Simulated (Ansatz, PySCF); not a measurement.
Cl₃FSi. Atoms are numbered in the order given.

```xyz
5

F      0.0000     0.0000     1.8522
Si     0.0000     0.0000     0.2454
Cl     1.6756     0.9674    -0.3942
Cl    -1.6756     0.9674    -0.3942
Cl     0.0000    -1.9348    -0.3942
```
Charge 0, spin multiplicity 1.

The structure is a stationary point at B3LYP-D3(BJ)/def2-SVP.

Vertical ionisation energy (IE) and electron affinity (EA) in eV. Rows of orbital energies are one-electron estimates. Where ΔSCF, EOM or ADC give a negative EA the extra electron is unbound and the value depends on the basis.

```csv
level,IE,EA
"−ε(HOMO), −ε(LUMO), ωB97X/def2-TZVP (PySCF)",12.10,-1.62
"ΔSCF, CAM-B3LYP/def2-SVPD (Ansatz), final states of multiplicity 2 and 2",12.17,-0.61
```

Q: What vertical singlet–triplet gap does ΔSCF give with CAM-B3LYP/def2-SVPD (Ansatz, an electronic-structure program)? (Estimate from the structure and the level; the computed values follow.)

A: 7.43 eV (triplet above singlet where positive).
